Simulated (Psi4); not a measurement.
**How methods differ on SnH2Br2 (SMILES [Br][SnH2][Br])**

The species is SnH2Br2 (5 atoms), meant as a singlet with charge 0. As SMILES, `[Br][SnH2][Br]`. Geometry: optimised at PBE0/def2-TZVP.

Each level gives the dipole moment (D). The values are calculated.

| level | kind | program | value (D) | CPU time |
| --- | --- | --- | --- | --- |
| PBE-D4/def2-TZVPP (density fitting, core potential) | GGA | Psi4 | 2.10 | 47 s |
| r2SCAN-D4/def2-TZVPP (density fitting, core potential) | meta-GGA | Psi4 | 2.23 | 87 s |
| B3LYP-D4/def2-TZVPP (density fitting, core potential) | global hybrid | Psi4 | 2.21 | 45 s |
| PBE0-D4/def2-TZVPP (density fitting, core potential) | global hybrid | Psi4 | 2.25 | 45 s |
| wB97M-V/def2-TZVPP (density fitting, core potential) | range-separated hybrid | Psi4 | 2.30 | 1.7 min |

The values span 2.10 to 2.30 D. Times are those of the runs behind each value, whatever else they computed, on shared processors of several kinds: orders of magnitude only.
